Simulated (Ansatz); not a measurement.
Geometry optimisation, Ansatz, RKS PBE0-D4/def2-mTZVP.

Input file:

```yaml
crystal:
  periodic: [false, false, false]
  atoms:
    - { symbol: Ga, position_ang: [0.0, 0.0, 0.0] }
    - { symbol: H, position_ang: [0.0, 0.0, 1.57] }
    - { symbol: H, position_ang: [1.3596, 0.0, -0.785] }
    - { symbol: C, position_ang: [-1.7147, 0.0, -0.99] }
    - { symbol: H, position_ang: [-2.2748, -0.9305, -0.7608] }
    - { symbol: H, position_ang: [-2.3188, 0.8797, -0.6846] }
    - { symbol: H, position_ang: [-1.513, 0.0508, -2.0803] }
basis:
  gaussian: { orbitals: def2-mTZVP }
hamiltonian:
  xc: pbe0
  dispersion: d4
relax:
  f_tol: 0.02
  max_steps: 40
```

Command:

```bash
$ ansatz run input.yaml --threads 1 --pin off --max-ram 2048MiB --backend cpu --events-out ev --progress --plain --runs-dir out
```

Where does it end, and by what steps?

The run converged. After 3 steps the energy has fallen by 0.029 eV; H7 moved furthest, 0.05 Å.

```tsv
step	energy less start (eV)	largest force component (eV/Å)	accepted
0	0.0000	0.586	yes
1	-0.0269	0.209	yes
2	-0.0287	0.030	yes
3	-0.0288	0.005	yes
```

```xyz
7
Properties=species:S:1:pos:R:3
Ga 0.004 0.001 -0.009
H -0.001 -0.001 1.569
H 1.391 -0.002 -0.762
C -1.699 0.003 -0.997
H -2.273 -0.900 -0.764
H -2.320 0.850 -0.691
H -1.563 0.049 -2.078
```

Whether the end is a true minimum wasn't checked by a vibrational analysis.

Run time: 11 s on 1 thread of Arm Neoverse V1, with other jobs on the host, peak memory 0.13 GiB.
